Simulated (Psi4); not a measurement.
H$_{4}$B (SMILES [BH4-]), charge -1, singlet, at a GFN2-xTB geometry (a gas-phase anion, which may not be bound at this level); CCSD(T)/def2-SVP run with Psi4 1.11.

The Psi4 input:
```
memory 2 GB

molecule {
-1 1
B     0.00000000    0.00000000    0.00000000
H    -0.78935573   -0.82329958   -0.45703408
H     0.16226976   -0.21027872    1.19968171
H    -0.45033333    1.13195784   -0.16017538
H     1.07741931   -0.09837954   -0.58247225
}

set {
  basis def2-svp
}

energy('ccsd(t)')
print_variables()
```

### Question
What does Psi4 print? Leave out banner, timings and long lists.

### Answer

```
   => Loading Basis Set <=

    Name: DEF2-SVP
    Role: ORBITAL
    Keyword: BASIS

         ---------------------------------------------------------
                                   SCF
               by Justin Turney, Rob Parrish, Andy Simmonett
                          and Daniel G. A. Smith
                              RHF Reference
         ---------------------------------------------------------

  ==> Geometry <==

    Molecular point group: c1
    Full point group: Td

    Geometry (in Angstrom), charge = -1, multiplicity = 1:

       Center              X                  Y                   Z               Mass
    ------------   -----------------  -----------------  -----------------  -----------------
         B           -0.000000000670     0.000000000000     0.000000000000    11.009305360000
         H           -0.789355730670    -0.823299580000    -0.457034080000     1.007825032230
         H            0.162269759330    -0.210278720000     1.199681710000     1.007825032230
         H           -0.450333330670     1.131957840000    -0.160175380000     1.007825032230
         H            1.077419309330    -0.098379540000    -0.582472250000     1.007825032230

  Running in c1 symmetry.

  Rotational constants: A =      4.15458  B =      4.15458  C =      4.15458 [cm^-1]
  Rotational constants: A = 124551.30230  B = 124551.30204  C = 124551.30169 [MHz]
  Nuclear repulsion =   10.195758801117956

  Charge       = -1
  Multiplicity = 1
  Electrons    = 10
  Nalpha       = 5
  Nbeta        = 5

  ==> Algorithm <==

  SCF Algorithm Type is PK.
  DIIS enabled.
  MOM disabled.
  Fractional occupation disabled.
  Guess Type is SAD.
  Energy threshold   = 1.00e-08
  Density threshold  = 1.00e-08
  Integral threshold = 1.00e-12

  ==> Primary Basis <==

  Basis Set: DEF2-SVP
    Blend: DEF2-SVP
    Number of shells: 18
    Number of basis functions: 34
    Number of Cartesian functions: 35
    Spherical Harmonics?: true
    Max angular momentum: 2

  ==> Integral Setup <==

  Using in-core PK algorithm.
   Calculation information:
      Number of atoms:                   5
      Number of AO shells:              18
      Number of primitives:             32
      Number of atomic orbitals:        35
      Number of basis functions:        34

      Integral cutoff                 1.00e-12
      Number of threads:                 1

  Performing in-core PK
  Using 354620 doubles for integral storage.
  We computed 14706 shell quartets total.
[...]
  @RHF Final Energy:   -26.95382186600683
    Total Energy =                        -26.9538218660068338
[...]
              4  15        -0.0025507345

    Largest TIjAb Amplitudes:
      4   4   7   7        -0.0384117488
      2   2   5   5        -0.0371839516
      3   3   6   6        -0.0371455312
      3   3   9   9        -0.0327956270
      4   4   8   8        -0.0315286839
      3   3   1   1        -0.0308223496
      4   4   0   0        -0.0281033455
      2   2  10  10        -0.0273822973
      1   2   3   5        -0.0263035197
      2   1   5   3        -0.0263035197

    SCF energy       (wfn)                    =  -26.953821866006834
    Reference energy (file100)                =  -26.953821866006827

    Opposite-spin MP2 correlation energy      =   -0.116172974102842
    Same-spin MP2 correlation energy          =   -0.019716548333929
    Singles MP2 correlation energy            =   -0.000000000000000
    MP2 correlation energy                    =   -0.135889522436771
      * MP2 total energy                      =  -27.089711388443597

    Opposite-spin CCSD correlation energy     =   -0.142451975685011
    Same-spin CCSD correlation energy         =   -0.020319432377708
    Singles CCSD correlation energy           =    0.000000000000000
    CCSD correlation energy                   =   -0.162771408062719
      * CCSD total energy                     =  -27.116593274069547

            **************************
            *                        *
            *        CCTRIPLES       *
            *                        *
            **************************

    Wave function   =    CCSD_T
    Reference wfn   =      RHF

    Nuclear Rep. energy (wfn)                =   10.195758801117956
    SCF energy          (wfn)                =  -26.953821866006834
    Reference energy    (file100)            =  -26.953821866006827
    CCSD energy         (file100)            =   -0.162771408062719
    Total CCSD energy   (file100)            =  -27.116593274069547

    Number of ijk index combinations:               35
    Approx. words needed per explicit thread:           97556
    Number of threads for explicit ijk threading:    1

    MKL num_threads set to 1 for explicit threading.

    (T) energy                                =   -0.003038717964970
      * CCSD(T) total energy                  =  -27.119631992034517

  Variable Map:
  ----------------------------------------------------------------------------
[...]
  Array Variable Map:
  ----------------------------------------------------------------------------
[...]
[...]
```
